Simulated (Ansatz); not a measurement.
Ansatz results at the PBE0-D4/def2-TZVP geometry: HOMO–LUMO gap (PBE/def2-TZVPP) 5.99 eV; LUMO energy (B3LYP/def2-TZVPP) 0.21 eV; HOMO energy (PBE0/def2-TZVPP) -7.98 eV.

Each molecule was computed in one conformer, which needn't be the lowest.

Which molecule gave them?
A. `CO[SiH2]CF`
B. `F[CH]1[AlH][Te]1`
C. `[CH2]1[NH][GeH2]1`
D. `CC[SiH](O)F`

A. The others give `[CH2]1[NH][GeH2]1`: 4.37, -0.32, -6.40; `F[CH]1[AlH][Te]1`: 3.20, -1.99, -6.68; `CC[SiH](O)F`: 6.80, 0.27, -8.43.

B3LYP here is the variant with VWN-RPA as its local correlation; programs differ in this.
